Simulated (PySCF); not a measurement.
H3NOSi, singlet, at a GFN2-xTB geometry; BHANDHLYP/6-31G*, TDDFT (PySCF).

Input for PySCF:
```python
from pyscf import gto, scf, dft, tdscf

mol = gto.M(
    atom='''
Si   -0.28601121    0.07788246    0.56873758
O     0.59991377    1.22201520   -0.17362237
H     1.03484980    1.12405843   -1.02343158
N    -0.20776868   -1.23481266   -0.53701221
H     0.28777334   -1.23228115   -1.42125859
H    -0.66339559   -2.11456465   -0.36957155
''',
    basis='6-31g*',
    verbose=4,
)

mf = dft.RKS(mol)
mf.xc = 'bhandhlyp'
mf.kernel()
td = mf.TDDFT()
td.nstates = 5
td.kernel()
td.analyze()
```

Output, abridged:

```
PySCF version 2.14.0

[INPUT] verbose = 4
[INPUT] num. atoms = 6
[INPUT] num. electrons = 32
[INPUT] charge = 0
[INPUT] spin (= nelec alpha-beta = 2S) = 0
[INPUT] symmetry False subgroup None
[INPUT] Mole.unit = angstrom
[INPUT] Symbol           X                Y                Z      unit          X                Y                Z       unit  Magmom
[...]
nuclear repulsion = 103.762652980892
number of shells = 26
number of NR pGTOs = 117
number of NR cGTOs = 52
basis = 6-31g*
ecp = {}

******** <class 'pyscf.dft.rks.RKS'> ********
method = RKS
initial guess = minao
damping factor = 0
level_shift factor = 0
DIIS = <class 'pyscf.scf.diis.CDIIS'>
diis_start_cycle = 1
diis_space = 8
diis_damp = 0
SCF conv_tol = 1e-09
SCF conv_tol_grad = None
SCF max_cycles = 50
direct_scf = True
direct_scf_tol = 1e-13
XC library pyscf.dft.libxc version 7.1.2
    S. Lehtola, C. Steigemann, M. J. T. Oliveira, and M. A. L. Marques,  SoftwareX 7, 1–5 (2018)
XC functionals = bhandhlyp
    A. D. Becke,  J. Chem. Phys. 98, 1372 (1993)
    Defined through Gaussian implementation.
radial grids:
    Treutler-Ahlrichs [JCP 102, 346 (1995); DOI:10.1063/1.469408] (M4) radial grids

becke partition: Becke, JCP 88, 2547 (1988); DOI:10.1063/1.454033
pruning grids: <function nwchem_prune>
grids dens level: 3
symmetrized grids: False
atomic radii adjust function: <function treutler_atomic_radii_adjust>
small_rho_cutoff = 0
Set gradient conv threshold to 3.16228e-05
Initial guess from minao.
tot grids = 76592
init E= -421.362360234892
[...]
cycle= 1 E= -421.119806363796  delta_E= 0.243  |g|= 0.683  |ddm|= 2.25
[...]
cycle= 2 E= -421.096983749319  delta_E= 0.0228  |g|= 0.775  |ddm|= 0.922
[...]
cycle= 3 E= -421.211821686933  delta_E= -0.115  |g|= 0.0556  |ddm|= 0.498
[...]
cycle= 4 E= -421.212310933604  delta_E= -0.000489  |g|= 0.029  |ddm|= 0.0586
[...]
cycle= 5 E= -421.212492897009  delta_E= -0.000182  |g|= 0.00607  |ddm|= 0.0256
[...]
cycle= 6 E= -421.212502516441  delta_E= -9.62e-06  |g|= 0.000706  |ddm|= 0.00648
[...]
cycle= 7 E= -421.212502715048  delta_E= -1.99e-07  |g|= 0.000123  |ddm|= 0.00165
[...]
cycle= 8 E= -421.212502724717  delta_E= -9.67e-09  |g|= 2.97e-05  |ddm|= 0.000353
[...]
cycle= 9 E= -421.212502725121  delta_E= -4.04e-10  |g|= 5.01e-06  |ddm|= 6.7e-05
[...]
Extra cycle  E= -421.21250272513  delta_E= -8.64e-12  |g|= 2.46e-06  |ddm|= 9.66e-06
converged SCF energy = -421.21250272513

******** <class 'pyscf.tdscf.rks.TDDFT'> for <class 'pyscf.dft.rks.RKS'> ********
nstates = 5 singlet
deg_eia_thresh = 1.000e-03
wfnsym = None
conv_tol = 1e-05
eigh lindep = 1e-12
eigh level_shift = 0
eigh max_cycle = 100

Excitation energies (eV)
[5.53430728 6.99811682 7.44421218 7.88920192 8.13104965]

** Singlet excitation energies and oscillator strengths **
Excited State   1:      5.53431 eV    224.03 nm  f=0.1580
      16 -> 17        0.70593
Excited State   2:      6.99812 eV    177.17 nm  f=0.0284
      15 -> 17        0.54608
      16 -> 18       -0.42361
      16 -> 19       -0.13054
Excited State   3:      7.44421 eV    166.55 nm  f=0.2818
      15 -> 17       -0.32990
      16 -> 18       -0.52444
      16 -> 19        0.31568
Excited State   4:      7.88920 eV    157.16 nm  f=0.4333
      15 -> 17       -0.28404
      16 -> 18       -0.19195
      16 -> 19       -0.60715
Excited State   5:      8.13105 eV    152.48 nm  f=0.0307
      15 -> 18       -0.38597
      15 -> 19       -0.57626

** Transition electric dipole moments (AU) **
state          X           Y           Z        Dip. S.      Osc.
  1         0.8867     -0.3648      0.4959      1.1652      0.1580
  2        -0.2281     -0.2546      0.2206      0.1655      0.0284
  3        -0.6024     -1.0421      0.3104      1.5452      0.2818
  4         0.1102     -1.1019     -1.0078      2.2419      0.4333
  5         0.3223     -0.1326      0.1803      0.1540      0.0307

** Transition velocity dipole moments (imaginary part, AU) **
state          X           Y           Z        Dip. S.      Osc.
  1         0.1964     -0.0808      0.1098      0.0572      0.1874
  2        -0.0571     -0.0810      0.0424      0.0116      0.0301
  3        -0.1664     -0.2581      0.1077      0.1059      0.2581
  4         0.0400     -0.3065     -0.2969      0.1837      0.4224
  5         0.1622     -0.0667      0.0907      0.0390      0.0870

** Transition magnetic dipole moments (imaginary part, AU) **
state          X           Y           Z
  1        -0.5485     -1.3008      0.0238
  2        -0.5889      0.2423     -0.3293
  3        -1.0241      0.4214     -0.5727
  4        -0.7841      0.3226     -0.4385
  5         0.1796      0.0820     -0.2607
```
